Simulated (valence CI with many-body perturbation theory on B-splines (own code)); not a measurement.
Values are calculated unless marked as measured or tabulated.
# Dy⁵³⁺: input, log and results

Method: configuration interaction combined with many-body perturbation theory (CI+MBPT): three valence electrons over a frozen Dirac-Fock core [Ne], radial functions for each j: 6 s, 6 p, 5 d, 3 f, 1 g, with the one-electron correlation potential Σ1 (screened to all orders), the two-electron term Σ2, the three-electron term Σ3, Breit, model QED; selected single and double excitations, second order for the rest, scaled by the run's own slope (own B-spline code, finite nucleus).

Command, and the settings that its task file holds:

```sh
python run_cv.py task.json out
```

```
atom Dy  Z=66  mass_number=164  rms_radius_fm=5.2218
core [Ne]
valence 3s2 3p1
avg = 1
basis = S
breit = 1
cap = 10000
capref = 1200
cscale = 1
de = 0.0
dress = 0
eps = 2e-08
extrap = 1
h = 0.27
hh = 1
l2 = 3
lcore = 2
maxit = 60
n2 = 5
natural = 1
nlev = 21
nno = [3, 3, 3, 2, 1]
nroot = 26
nsp = [3, 3, 2, 1, 0]
pt2 = 1
qed = 1
rpa = 1
s1 = 1
s2 = 1
s3 = 1
screen = 1
tol = 2e-05
whole = 1
```

It took 4.1 s on 1 thread of Intel(R) Xeon(R) 6975P-C (Granite Rapids) (shared host).

Log. The first blocks belong to the next ion, which gives the ionisation energy. Fields: 2J, parity (1 odd), roots, reference size, generating configurations, candidates as configurations/state functions, variational space P, stored matrix elements, Davidson steps; e2 is the range of second-order energies in hartree. The first line gives the box (bohr), its intervals, the orbitals and the steps of their self-consistent field. Window is the range of levels sought, series limit the energy at which the first omitted orbital would enter, core excitation an estimate of the first excitation out of the core, left out the lowest levels not solved, and shifts from estimates the range by which levels moved from their first estimate, all in cm⁻¹.

```
rmax 1.6 intervals 54 orbitals 36 references ['3s2 3p', '3s 3p2', '3s2 3d', '3s 3p 3d', '3p3'] scf 2 t 0.4
2J=0 par=0 roots 2 ref 15 generators 4 cand 92/92 P 107/107 nnz 0 it 0
   second order: generators 6 cand 0/0 e2 -0.00000 -0.00000
reference levels 433, estimated 63, window 5500018 1/cm; series limit 27350141, core excitation 52906866
2J=1 par=1 roots 3 ref 37 generators 7 cand 273/403 P 928/1383 nnz 0 it 3
2J=1 par=1 roots 3 ref 37 generators 9 cand 222/328 P 987/1472 nnz 0 it 3
   second order: generators 10 cand 383/575 e2 -0.00000 -0.00000
2J=1 par=0 roots 4 ref 41 generators 8 cand 175/259 P 1002/1474 nnz 0 it 2
2J=1 par=0 roots 4 ref 41 generators 9 cand 162/241 P 1038/1524 nnz 0 it 4
   second order: generators 11 cand 336/526 e2 -0.00000 -0.00000
2J=3 par=1 roots 7 ref 60 generators 12 cand 252/561 P 1188/2446 nnz 0 it 4
2J=3 par=1 roots 7 ref 60 generators 13 cand 187/394 P 1256/2606 nnz 1.1e+06 it 4
   second order: generators 16 cand 575/1279 e2 -0.00000 -0.00000
2J=3 par=0 roots 6 ref 65 generators 11 cand 173/366 P 1222/2491 nnz 0 it 2
2J=3 par=0 roots 6 ref 65 generators 13 cand 154/333 P 1264/2587 nnz 1.1e+06 it 4
   second order: generators 17 cand 352/832 e2 -0.00000 -0.00000
2J=5 par=0 roots 4 ref 63 generators 9 cand 226/540 P 1193/2653 nnz 1.2e+06 it 3
2J=5 par=0 roots 4 ref 63 generators 12 cand 198/450 P 1227/2720 nnz 1.2e+06 it 5
   second order: generators 16 cand 404/1064 e2 -0.00000 -0.00000
2J=5 par=1 roots 5 ref 55 generators 5 cand 271/686 P 1165/2600 nnz 1.2e+06 it 3
2J=5 par=1 roots 5 ref 55 generators 10 cand 205/492 P 1227/2780 nnz 1.3e+06 it 3
   second order: generators 12 cand 389/979 e2 -0.00000 -0.00000
2J=7 par=1 roots 2 ref 36 generators 3 cand 395/949 P 920/1995 nnz 0 it 3
2J=7 par=1 roots 2 ref 36 generators 5 cand 280/661 P 1003/2194 nnz 0 it 3
   second order: generators 7 cand 197/462 e2 -0.00000 -0.00000
left out: unestimated 8004710, estimated 5948804, shifts from estimates -1 to 0
operators 0.3
```

The Davidson iterations converged. The settings are bad on purpose, so the numbers may not be properties of the ion.

No measured spectrum was set against this ion. As an estimate, large intervals hold to a few tenths of a per cent, small ones and those within an open d or f shell to about a per cent.

| Quantity | Value |
| --- | --- |
| Valence energy | -579.94 hartree |
| Ionisation energy | 5067.1 eV (NIST: 5066 ± 5 eV (theoretical)) |
| Reference configurations for the orbitals | 3s2 3p, 3s 3p2, 3s2 3d, 3s 3p 3d, 3p3 |
| Radial orbitals | 36 |
| Box radius | 1.561 bohr |
| Largest variational space | 2780 |
| Lowest levels | (3s^2 3p1/2) J=1/2 0.000, (3s 3p1/2^2) J=1/2 10.238, (3s^2 3p3/2) J=3/2 15.540, (3s 3p1/2 3p3/2) J=3/2 [a] 23.924, (3s 3p1/2 3p3/2) J=5/2 25.052, (3s 3p1/2 3p3/2) J=3/2 [b] 26.465, (3s 3p1/2 3p3/2) J=1/2 27.092, (3s^2 3d3/2) J=3/2 30.386, (3s^2 3d5/2) J=5/2 33.381, (3p1/2^2 3p3/2) J=3/2 36.632, (3s 3p1/2 3d3/2) J=3/2 [a] 37.666, (3s 3p1/2 3d3/2) J=5/2 38.496, (3s 3p1/2 3d3/2) J=1/2 40.156, (3s 3p3/2^2) J=5/2 40.358 Ry |

Levels are named by their leading jj configuration (3d3/2^4 stands for four electrons in 3d with j = 3/2), which in mixed levels can hold well under half, so a name can repeat and another be missing. Letters in brackets count levels of one name in rising energy.
